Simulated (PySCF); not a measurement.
Frontier orbitals and the lowest excitations

C6H15NSi2.
Structure used (PBE0-D3(BJ)/def2-SVP), in Å, numbered top down from 1:
```
atom  x, y, z in Å
C1    -3.5385    0.5097    0.2630
C2    -2.3619    1.2172    0.9601
C3    -1.4336    0.1009    0.4354
C4    -0.0281    0.4479   -0.0172
C5     0.7064   -0.7230   -0.7019
Si6    2.5488   -0.3085   -0.7870
N7     2.6591    0.6825    0.6456
Si8    1.1190    1.0876    1.3578
C9    -2.5161   -0.2377   -0.6143
H10   -4.0634   -0.1749    0.9469
H11   -4.2888    1.1365   -0.2413
H12   -2.4154    1.3811    2.0476
H13   -2.1286    2.1796    0.4752
H14   -1.3876   -0.7135    1.1811
H15   -0.0987    1.2849   -0.7401
H16    0.6035   -1.6354   -0.0863
H17    0.2684   -0.9602   -1.6860
H18    3.4265   -1.5208   -0.7253
H19    2.9168    0.4268   -2.0424
H20    3.5419    1.0099    1.0208
H21    0.9710    2.5558    1.6150
H22    0.8605    0.3890    2.6619
H23   -2.7015   -1.2973   -0.8471
H24   -2.3259    0.2989   -1.5586
```

Computed, not measured: TDDFT PBE0/def2-SVPD, vertical, gas phase, core orbitals frozen in the response in PySCF.

Frontier orbitals with the atoms that hold most of them (Löwdin shares over 4%, at most four atoms; ? is withheld):

| orbital | ε (eV) | atoms |
| --- | --- | --- |
| HOMO-3 | -8.68 | C3 16%, C2 11%, C9 11%, H14 9% |
| HOMO-2 | -8.21 | C5 18%, C3 16%, C2 15%, C4 10% |
| HOMO-1 | -7.73 | C4 20%, Si8 14%, C9 10%, C3 10% |
| HOMO | -7.18 | ? |
| LUMO | 0.25 | ? |
| LUMO+1 | 0.52 | Si6 19%, Si8 14%, C5 8%, H17 6% |
| LUMO+2 | 0.97 | C2 11%, Si6 10%, H12 8%, C1 8% |

Task: Which atoms hold the LUMO, and with what shares?

Result: Si8 (bonded to C, N and 2 H) 21%; Si6 (bonded to C, N and 2 H) 19%; H20 (bonded to N) 12%; N7 (bonded to 2 Si and H) 9%. By element: silicon 40%, hydrogen 12% or more, nitrogen 9%.

Task: Which atoms hold the HOMO, and with what shares?

Result: N7 (bonded to 2 Si and H) 48%; Si8 (bonded to C, N and 2 H) 11%; Si6 (bonded to C, N and 2 H) 10%; H22 (bonded to Si) 7%. By element: nitrogen 48%, silicon 22%, hydrogen 7% or more.

Task: The HOMO–LUMO gap is 7.42 eV. Where does the response calculation put the lowest singlet, and from which orbitals?

Result: S1 is at 6.07 eV (f = 0.0066), 1.36 eV below the gap, made of HOMO→LUMO (97%). Without the coupling terms of the response equations the lowest excitation would equal the gap.

Task: One configuration dominates each of S1, S2, S3 and S5. Which, and how do the shares of the two leading atoms of either orbital change from the occupied to the empty one?

Result: 
- S1 (6.07 eV, f 0.0066), HOMO→LUMO (97%): N7 48% → 9%, Si8 11% → 21%, Si6 10% → 19%
- S2 (6.56 eV, f 0.011), HOMO→LUMO+1 (93%): N7 48% → at most 7%, Si8 11% → 14%, Si6 10% → 19%
- S3 (6.93 eV, f 0.010), HOMO-1→LUMO (92%): C4 20% → at most 10%, Si8 14% → 21%, Si6 at most 11% → 19%
- S5 (7.18 eV, f 0.0085), HOMO-1→LUMO+1 (94%): C4 20% → at most 7%, Si8 14% → 14%, Si6 at most 11% → 19%

Hardware: Arm Neoverse V1, one thread, shared host with 32 logical CPUs at a one-minute load of 9.3. Cost: 9.5 min of wall time (grids of density and orbitals included), 1.4 GiB resident at most.

One conformer stands for the species.

Without π bonds the low states are Rydberg-like; a valence basis with one diffuse set may place them up to an eV too high.
